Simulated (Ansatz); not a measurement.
```xyz
6

F     0.148   -1.788   -0.760
Si    0.381   -0.447    0.062
Br    0.820    1.124   -1.505
O    -0.892    0.026    0.873
In   -2.070    1.717    0.483
H     1.613   -0.631    0.848
```

Charge 0, multiplicity 1. In takes the def2 core potential. The bonds changed during the relaxation, so this is another structure than the one it started from.

Task: List the CAM-B3LYP/def2-TZVPP orbital energies in eV (the Gaussian-basis code of Ansatz). (An estimate is asked.)

Result: The calculation gave: Occupied: -13140.74, -1802.56, -1702.24, -1533.98, -1533.94, -1533.94, -673.33, -521.80, -238.33, -179.21, -179.07, -179.06, -146.88, -129.42, -102.28, -102.23, -102.16, -86.02, -86.02, -85.80, -73.56, -73.51, -73.51, -73.39, -73.39, -34.50, -28.17, -23.29, -22.97, -22.96, -22.80, -22.79, -22.71, -16.77, -14.45, -14.29, -14.09, -12.89, -12.03, -11.00, -10.48, -9.90, -9.76, -8.95. Lowest empty: -1.03, -0.87, 0.51, 1.96, 2.33, 2.61, 2.82, 2.96.
